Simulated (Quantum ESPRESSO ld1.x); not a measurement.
The nuclear charge of the boron ion B2+ is varied continuously with 3 electrons held in [He] 2s1. Method: scalar-relativistic Kohn-Sham, PBEsol, spin-unpolarised, spherical densities, point nucleus; without spin polarisation the odd electron is poorly described; computed with ld1.x of Quantum ESPRESSO 7.5. By the Hellmann-Feynman theorem dE/dZ = E(electron-nucleus)/Z, the electronic potential at the nucleus. The scalar-relativistic energy here is not variational (the density holds large components alone), so the two differ by a part that grows with Z.

Z    E (hartree)  E(electron-nucleus)/Z (hartree)  HOMO  e(HOMO) (eV)  <r> HOMO (bohr)
4.5     -18.4332                         -9.05449    2s       -21.569            1.918
5       -23.2423                         -10.1816    2s       -31.279            1.646
5.5     -28.6151                         -11.3090    2s       -42.702            1.444
6       -34.5516                         -12.4367    2s       -55.834            1.286

The central difference of E at Z = 5 is -10.182 hartree, to compare with the third column; the second derivative is -2.25 hartree.
